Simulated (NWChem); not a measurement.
Program: NWChem. System: CH5Si, charge 0, spin multiplicity 2, at a geometry optimised with UB3LYP/def2-SVP. The structure started from a generated list of species. Its SCF solution wasn't tested for a lower state. Level: UMP2/cc-pVTZ, 6 core orbitals frozen.

The NWChem input:

```
start mol
memory heap 200 mb stack 900 mb global 1100 mb
geometry units angstroms nocenter noautoz
  C     -0.154013     1.199984     0.000000
  Si     0.169934    -0.665019     0.000000
  H      0.283706     1.675532     0.891746
  H      0.283706     1.675532    -0.891746
  H     -1.238763     1.406552     0.000000
  H     -0.391820    -1.323630     1.221402
  H     -0.391820    -1.323630    -1.221402
  symmetry group Cs
end
basis spherical
  * library cc-pvtz
end
scf
  uhf
  nopen 1
  maxiter 100
  thresh 1e-7
  semidirect memsize 60000000 filesize 0
  # guess.movecs holds the orbitals of an unrestricted PBE0 run
  vectors input guess.movecs output mol.movecs
end
mp2
  freeze core 6
end
task mp2 energy
```

Output (cleaned and shortened):

```
             Northwest Computational Chemistry Package (NWChem) 7.3.0
             --------------------------------------------------------

                                NWChem Input Module
                                -------------------

 Scaling coordinates for geometry "geometry" by  1.889725989
 (inverse scale =  0.529177249)

 Turning off AUTOSYM since
 SYMMETRY directive was detected!

                             Geometry "geometry" -> ""
                             -------------------------

 Output coordinates in angstroms (scale by  1.889725989 to convert to a.u.)

  No.       Tag          Charge          X              Y              Z
 ---- ---------------- ---------- -------------- -------------- --------------
    1 C                    6.0000    -0.15401300     1.19998400     0.00000000
    2 Si                  14.0000     0.16993400    -0.66501900     0.00000000
    3 H                    1.0000     0.28370600     1.67553200     0.89174600
    4 H                    1.0000     0.28370600     1.67553200    -0.89174600
    5 H                    1.0000    -1.23876300     1.40655200     0.00000000
    6 H                    1.0000    -0.39182000    -1.32363000     1.22140200
    7 H                    1.0000    -0.39182000    -1.32363000    -1.22140200

 Effective nuclear repulsion energy (a.u.)      55.2177346705

            Nuclear Dipole moment (a.u.)
            ----------------------------
        X                 Y               Z
 ---------------- ---------------- ----------------
     0.0000132281    -0.0000113384     0.0000000000

      Symmetry information
      --------------------

 Group name             Cs
 Group number              2
 Group order               2
 No. of unique centers     5

      Symmetry unique atoms

     1    2    3    5    6


 Summary of "ao basis" -> "" (spherical)
 ------------------------------------------------------------------------------
       Tag                 Description            Shells   Functions and Types
 ---------------- ------------------------------  ------  ---------------------
 *                          cc-pvtz                   on all atoms

 Summary of "ao basis" -> "ao basis" (spherical)
 ------------------------------------------------------------------------------
       Tag                 Description            Shells   Functions and Types
 ---------------- ------------------------------  ------  ---------------------
 C                          cc-pvtz                 10       30   4s3p2d1f
 Si                         cc-pvtz                 12       34   5s4p2d1f
 H                          cc-pvtz                  6       14   3s2p1d

                                 NWChem SCF Module
                                 -----------------

  ao basis        = "ao basis"
  functions       =   134
  atoms           =     7
  alpha electrons =    13
  beta  electrons =    12
  charge          =   0.00
  wavefunction    = UHF
  use symmetry    = T
  symmetry adapt  = T

 Summary of "ao basis" -> "ao basis" (spherical)
 ------------------------------------------------------------------------------
       Tag                 Description            Shells   Functions and Types
 ---------------- ------------------------------  ------  ---------------------
 C                          cc-pvtz                 10       30   4s3p2d1f
 Si                         cc-pvtz                 12       34   5s4p2d1f
 H                          cc-pvtz                  6       14   3s2p1d

      Symmetry analysis of basis
      --------------------------

        a'         81
        a"         53

 Forming initial guess at       0.1s

   Symmetry analysis of molecular orbitals - initial alpha
   -------------------------------------------------------

  Numbering of irreducible representations:

     1 a'          2 a"

  Orbital symmetries:

     1 a'          2 a'          3 a'          4 a'          5 a"
     6 a'          7 a'          8 a'          9 a"         10 a'
    11 a"         12 a'         13 a'         14 a'         15 a"
    16 a'         17 a'         18 a'         19 a"         20 a'
    21 a"         22 a'         23 a"

   Symmetry analysis of molecular orbitals - initial beta
   ------------------------------------------------------

  Numbering of irreducible representations:

     1 a'          2 a"

  Orbital symmetries:

     1 a'          2 a'          3 a'          4 a"          5 a'
     6 a'          7 a'          8 a'          9 a"         10 a'
    11 a"         12 a'         13 a'         14 a'         15 a'
    16 a"         17 a'         18 a"         19 a'         20 a'
    21 a"         22 a"         23 a'

 Starting SCF solution at       0.1s

 ----------------------------------------------
         Quadratically convergent UHF

 Convergence threshold     :          1.000E-07
 Maximum no. of iterations :          100
 Integral*density screening:          1.000E-09
 ----------------------------------------------

              iter       energy          gnorm     gmax       time
             ----- ------------------- --------- --------- --------
                 1     -329.6871324138  4.21D-01  6.56D-02      2.6
                 2     -329.6999696592  2.17D-02  6.47D-03      3.2
                 3     -329.7001571396  3.21D-04  7.94D-05      4.2
                 4     -329.7001571797  4.06D-08  1.05D-08      6.2

       Final UHF  results
       ------------------

         Total SCF energy =   -329.700157179749
      One electron energy =   -564.573780403139
      Two electron energy =    179.655888552917
[...]
  ----- ------------  ---------------      ----- ------------  ---------------
    40      0.327165  2 Si py                 9     -0.279909  1 C  py
     6     -0.213243  1 C  py                12     -0.158473  1 C  py

 Vector   13  Occ=0.000000D+00  E= 6.129254D-02  Symmetry=a'
              MO Center=  6.1D-01, -7.6D-01, -1.7D-15, r^2= 3.3D+00
   Bfn.  Coefficient  Atom+Function         Bfn.  Coefficient  Atom+Function
  ----- ------------  ---------------      ----- ------------  ---------------
    45      0.738826  2 Si px                35      0.337827  2 Si s
    39      0.225468  2 Si px                46     -0.191350  2 Si py
    95      0.168567  5 H  s                 11     -0.154583  1 C  px
     4     -0.153500  1 C  s

 Vector   14  Occ=0.000000D+00  E= 1.323447D-01  Symmetry=a'
              MO Center= -3.6D-02,  7.7D-01, -6.7D-17, r^2= 7.1D+00
   Bfn.  Coefficient  Atom+Function         Bfn.  Coefficient  Atom+Function
  ----- ------------  ---------------      ----- ------------  ---------------
     4      3.605728  1 C  s                 46     -1.299233  2 Si py
    67     -0.905737  3 H  s                 81     -0.905737  4 H  s
    95     -0.812958  5 H  s                109     -0.421624  6 H  s
   123     -0.421624  7 H  s                 35     -0.404298  2 Si s
    66     -0.311915  3 H  s                 80     -0.311915  4 H  s

 Vector   15  Occ=0.000000D+00  E= 1.917813D-01  Symmetry=a"
              MO Center=  7.2D-01,  5.5D-02,  9.7D-17, r^2= 6.5D+00
   Bfn.  Coefficient  Atom+Function         Bfn.  Coefficient  Atom+Function
  ----- ------------  ---------------      ----- ------------  ---------------
    47      2.276344  2 Si pz                13     -1.571501  1 C  pz
   109     -1.543444  6 H  s                123      1.543444  7 H  s
    67      1.281496  3 H  s                 81     -1.281496  4 H  s
    10     -0.309365  1 C  pz                66      0.269466  3 H  s
    80     -0.269466  4 H  s                 51      0.172607  2 Si d  1

 center of mass
 --------------
 x =   0.06043704 y =  -0.08725374 z =   0.00000000

 moments of inertia (a.u.)
 ------------------
         161.948712797136          18.088989567190           0.000000000000
          18.088989567190          27.406449962039           0.000000000000
           0.000000000000           0.000000000000         156.430952366735

  Mulliken analysis of the total density
  --------------------------------------

    Atom       Charge   Shell Charges
 -----------   ------   -------------------------------------------------------
    1 C    6     6.38   1.96  0.82  0.15  0.33  0.81  1.58  0.68  0.01  0.04  0.00
    2 Si  14    13.81   2.00  1.93  0.86  0.13  0.34  5.49  1.54  0.57  0.65  0.16  0.11  0.03
    3 H    1     0.90   0.26  0.50  0.11  0.01  0.02  0.00
    4 H    1     0.90   0.26  0.50  0.11  0.01  0.02  0.00
    5 H    1     0.90   0.26  0.50  0.11  0.01  0.02  0.00
    6 H    1     1.06   0.24  0.54  0.26  0.00  0.01  0.00
    7 H    1     1.06   0.24  0.54  0.26  0.00  0.01  0.00

  Mulliken analysis of the alpha density
  --------------------------------------

    Atom       Charge   Shell Charges
 -----------   ------   -------------------------------------------------------
    1 C    6     3.19   0.98  0.41  0.08  0.16  0.41  0.79  0.33  0.01  0.02  0.00
    2 Si  14     7.39   1.00  0.96  0.47  0.07  0.21  2.75  0.98  0.30  0.48  0.09  0.06  0.01
    3 H    1     0.45   0.13  0.25  0.05  0.00  0.01  0.00
    4 H    1     0.45   0.13  0.25  0.05  0.00  0.01  0.00
    5 H    1     0.46   0.13  0.25  0.06  0.00  0.01  0.00
    6 H    1     0.53   0.12  0.27  0.13  0.00  0.01  0.00
    7 H    1     0.53   0.12  0.27  0.13  0.00  0.01  0.00

   Mulliken analysis of the beta density
   -------------------------------------

    Atom       Charge   Shell Charges
 -----------   ------   -------------------------------------------------------
    1 C    6     3.19   0.98  0.41  0.07  0.17  0.40  0.79  0.35  0.01  0.02  0.00
    2 Si  14     6.42   1.00  0.96  0.38  0.06  0.12  2.75  0.56  0.28  0.16  0.07  0.06  0.01
    3 H    1     0.45   0.13  0.25  0.05  0.00  0.01  0.00
    4 H    1     0.45   0.13  0.25  0.05  0.00  0.01  0.00
    5 H    1     0.44   0.13  0.24  0.05  0.00  0.01  0.00
    6 H    1     0.52   0.12  0.27  0.13  0.00  0.00  0.00
    7 H    1     0.52   0.12  0.27  0.13  0.00  0.00  0.00

   Mulliken analysis of the spin density
   -------------------------------------

    Atom       Charge   Shell Charges
 -----------   ------   -------------------------------------------------------
    1 C    6    -0.00  -0.00  0.00  0.00 -0.00  0.00  0.00 -0.01  0.00  0.01  0.00
    2 Si  14     0.97   0.00  0.00  0.09  0.00  0.09  0.00  0.42  0.02  0.32  0.01  0.00 -0.00
    3 H    1    -0.00   0.00 -0.00 -0.00  0.00 -0.00  0.00
    4 H    1    -0.00   0.00 -0.00 -0.00  0.00 -0.00  0.00
    5 H    1     0.02   0.01  0.01  0.00  0.00  0.00  0.00
    6 H    1     0.01   0.00  0.01 -0.00  0.00  0.00  0.00
    7 H    1     0.01   0.00  0.01 -0.00  0.00  0.00  0.00

       Multipole analysis of the density wrt the origin
       ------------------------------------------------

     L   x y z        total         alpha         beta         nuclear
     -   - - -        -----         -----         ----         -------
     0   0 0 0     -0.000000    -13.000000    -12.000000     25.000000

     1   1 0 0     -0.036552     -0.710529      0.673964      0.000013
     1   0 1 0      0.307965      0.872582     -0.564605     -0.000011
     1   0 0 1      0.000000      0.000000      0.000000      0.000000

     2   2 0 0    -16.978184    -15.911275    -10.170136      9.103228
     2   1 1 0      0.069304      5.626075      3.176008     -8.732780
     2   1 0 1      0.000000      0.000000      0.000000      0.000000
     2   0 2 0    -17.237172    -56.933392    -52.896013     92.592233
     2   0 1 1     -0.000000     -0.000000     -0.000000      0.000000
     2   0 0 2    -16.932716    -17.439756    -15.827249     16.334289

                   NWChem MP2 Semi-direct Energy/Gradient Module
                   ---------------------------------------------

  Basis functions       =    134
  Molecular orbitals    =    134
  Frozen core           =      6
  Frozen virtuals       =      0
  Active alpha occupied =      7
  Active beta occupied  =      6
  Active alpha virtual  =    121
  Active beta virtual   =    122
  Use MO symmetry       = T
  Use skeleton AO sym   = T

  AO/Fock/Back tols     =   1.0D-09  1.0D-09  1.0D-09

 GA uses MA = F    GA memory limited = T

 Available:
  local mem=  1.26D+08
 global mem=  1.44D+08
 local disk=  0.00D+00
  mp2_memr nvloc                   121
  nvloc new                   121
   1 passes of   7:        5242880                      78963                  25756013.
   1 passes of   7: M    126150559           G      144143288           F     120907679.

 Semi-direct pass number   1 of   1  for UHF alpha       at        6.3s
  vrange nnbf                  8933
  mp2_eaftype                    98  avail_ma_in_mb                  1099
 EAF : mp2_eaftype filesize          98   12878007.
  mp2_eaf for mointskh                     98
Node 0 wrote     60.5 Mb in      0.0 s     Agg I/O rate:  2810.5 Mb/s
 Done moints_semi at       14.7s
  mp2_eaftype                    98  avail_ma_in_mb                  1001
 EAF : mp2_eaftype filesize          98   12878007.
  mp2_eaf for kh                    98
 Done maket at       14.9s
 Done multipass loop at       14.9s

 GA uses MA = F    GA memory limited = T

 Available:
  local mem=  1.26D+08
 global mem=  1.44D+08
 local disk=  0.00D+00
  mp2_memr nvloc                   122
  nvloc new                   122
   1 passes of   6:        5242880                      73215                  22263210.
   1 passes of   6: M    126150559           G      144143288           F     120907679.

 Semi-direct pass number   1 of   1  for UHF beta        at       15.0s
  vrange nnbf                  8933
  mp2_eaftype                    84  avail_ma_in_mb                  1099
 EAF : mp2_eaftype filesize          84   11131605.
  mp2_eaf for mointskh                     84
Node 0 wrote     52.3 Mb in      0.0 s     Agg I/O rate:  2376.5 Mb/s
 Done moints_semi at       25.8s
  mp2_eaftype                    84  avail_ma_in_mb                  1015
 EAF : mp2_eaftype filesize          84   11131605.
  mp2_eaf for kh                    84
 Done maket at       26.0s
 Done multipass loop at       26.0s

          -------------------------------------------
          SCF energy                -329.700157179749
          Correlation energy          -0.291847246574
          Singlet pairs                0.000000000000
          Triplet pairs                0.000000000000
          Total MP2 energy          -329.992004426323
          -------------------------------------------

          ---------------------------------------------------
                    Spin Component Scaled (SCS) MP2
          Same spin pairs                     -0.054479731950
          Same spin scaling factor             0.333333333333
          Opposite spin pairs                 -0.237367514624
          Opposite spin scaling fact.          1.200000000000
          SCS-MP2 correlation energy          -0.303000928199
          Total SCS-MP2 energy              -330.003158107948
          ---------------------------------------------------

 -----------------------
 Performance information
 -----------------------

 Timer overhead =  1.65D-07 seconds/call

               Nr. of calls         CPU time (s)                 Wall time (s)                GFlops
             ---------------    -------------------     ------------------------------   -------------------
Name         Min   Avg   Max    Min     Avg     Max     Min     Avg     Max   Mx/calls   Min     Max     Sum
mp2: moin     2     2     2    19.     19.     19.      19.     19.     19.     9.6      0.0     0.0     0.0
mp2: make     2     2     2   0.48    0.48    0.48     0.48    0.48    0.48    0.24      0.0     0.0     0.0
mp2: tota     1     1     1    20.     20.     20.      20.     20.     20.     20.      0.0     0.0     0.0

 The average no. of pstat calls per process was 5.00D+00
 with a timing overhead of 8.24D-07s

 Task  times  cpu:       26.0s     wall:       26.0s

 Total times  cpu:       26.1s     wall:       26.1s
```
